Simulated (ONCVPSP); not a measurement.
What one change does to a pseudopotential (zinc, ONCV)

* Element: zinc (Zn)
* Generator: ONCVPSP 4.0.1
* Type: optimised norm-conserving Vanderbilt (ONCV)
* Functional: PBE
* Relativity: fully relativistic
* Frozen core: [Ne]
* Valence charge: 20
* Reference configuration: 3s2 3p6 3d10 (charge +2)
* Partial waves: 3s: rc 1.10 bohr, ncon 5, nbas 9, qcut 9.4 1/bohr, 2 projectors, debl 1.2 Ha; 3p: rc 0.70 bohr, ncon 3, nbas 7, qcut 12.6 1/bohr, 2 projectors, debl 2.7 Ha; 3d: rc 1.35 bohr, ncon 3, nbas 8, qcut 9.2 1/bohr, 2 projectors, debl 1.4 Ha
* Local potential: polynomial inside 0.45 bohr (lpopt 5, dvloc0 0 Ha)
* Core correction: Teter function, fcfact 3.5, rcfact 1.55

Open shells are filled in proportion to 2j + 1.

In the s channel the program set the typed energies aside and used -5.515, 0.250 Ha. In the p channel the program set the typed energies aside and used -3.796, 0.250 Ha (j = l + 1/2; the other j can differ).

All-electron outer shells of the reference configuration (PBE, scalar-relativistic, ld1.x):

```tsv
shell	level (eV)	outermost node (bohr)	outermost maximum (bohr)
3s	-150.11	0.28	0.59
3p	-104.31	0.25	0.59
3d	-30.86	–	0.57
```

Change: all radii but the core radius scaled by about 0.77 (s 0.84, p 0.54, d 1.04 bohr); local potential polynomial inside 0.34 bohr (lpopt 5, dvloc0 0 Ha).

Cutoffs: the cutoffs (Ha) at which the residual kinetic energy of the hardest occupied pseudo-wave falls to 1 and 0.1 mHa per electron; they do not see the model core or the augmentation charge, which bear on the density cutoff. Errors are all-electron minus pseudo energies relative to the spin-unpolarised reference configuration.

Task: What does the change do?

Result: Of the 4 tests that both files solve, the error grows in 0 and shrinks in 4 by more than 15 % and 0.3 meV (median size 8.2 → 2.6 meV); neither file shows a bound ghost. Less of the atom is replaced, so other configurations are described better.

| quantity | base | changed |
| --- | --- | --- |
| cutoffs, loose and tight | 63 Ha, 279 Ha | not determined |
| bound ghosts | none | none |
| GHOST(+) flags under 300 eV | s at 237.2 eV | s at 60.5 eV, d5/2 at 106.1 eV, d3/2 at 109.7 eV |
| error for 3s2 3p6 3d10 4s2, meV [ΔE -28.33 eV] | +13 | +7.5 |
| error for 3s2 3p6 3d10 4s1, meV [ΔE -18.44 eV] | +3.7 | +2.3 |
| error for 3s2 3p6 3d9, meV [ΔE 40.53 eV] | +115 | -2.9 |
| error for 3s2 3p6 3d10 4p1, meV [ΔE -12.12 eV] | +1.1 | +0.4 |
| rms error of d²Exc/dni dnj with the model core, mHa | 6.97 | 7.45 |
